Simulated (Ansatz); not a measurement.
`CSB[SiH3]` + `O[SiH3]` → `[SiH3]BO[SiH3]` + CH₃SH at 400 K and 1 bar (ligand exchange at a B–S bond).

Program: Ansatz. Geometries: PBE0-D4/def2-TZVP. ΔE: electronic, gas phase. CCSD(T)/CBS adds triple-zeta CCSD(T) − MP2 to the extrapolated MP2 energy (def2 sets, frozen cores). This one scheme is used for every species. Each species was taken in one conformer, which may not be the lowest.

| species | CCSD(T)/CBS energy (Eh) | H − E (kJ/mol) | S (J/(mol·K)) |
| --- | --- | --- | --- |
| `CSB[SiH3]` | -753.91766 | 233.5 | 385.8 |
| `O[SiH3]` | -366.69042 | 120.0 | 276.4 |
| `[SiH3]BO[SiH3]` | -682.38605 | 210.5 | 396.3 |
| CH₃SH | -438.22835 | 138.7 | 269.4 |

H − E and S are ideal-gas, rigid-rotor, harmonic terms from PBE0-D4/def2-TZVP, for one conformer and one mirror image of each species. 1 Eh = 2625.50 kJ/mol, R = 8.31446 J/(mol·K).

Question: By hand: ΔE, ΔH, ΔS and ΔG.

Answer: ΔE = (-682.38605) + (-438.22835) − (-753.91766) − (-366.69042) = -0.00632 Eh = -16.6 kJ/mol. Δ(H − E) = 210.5 + 138.7 − 233.5 − 120.0 = -4.3, so ΔH = -20.9 kJ/mol. ΔS = 396.3 + 269.4 − 385.8 − 276.4 = 3.5 J/(mol·K). ΔG = -20.9 − 400 × (3.5)/1000 = -22.3 kJ/mol.

Question: By hand: the equilibrium constant, and the temperature at which ΔG would vanish if ΔH and ΔS stayed fixed.

Answer: log₁₀ K = −ΔG/(RT ln 10) = 2.9. ΔH and −TΔS have one sign here, so there is no such temperature.

The number of gas molecules stays the same, so ΔS is small and ΔH decides. A doubt of 5 kJ/mol in ΔE shifts log₁₀ K by 0.7 here. Other conformers and mirror images would add mixing entropy, several J/(mol·K) or more a flexible species. Modes under 60 cm⁻¹, often nearly free rotors, make the harmonic entropy too high. These are equilibria of isolated gas molecules and say nothing of rates. Largest T1 diagnostic: 0.015 (customary marks: 0.02 for closed shells, 0.045 for open ones).

ΔS is within the doubt of such terms, so its sign, and with it that verdict, could turn.
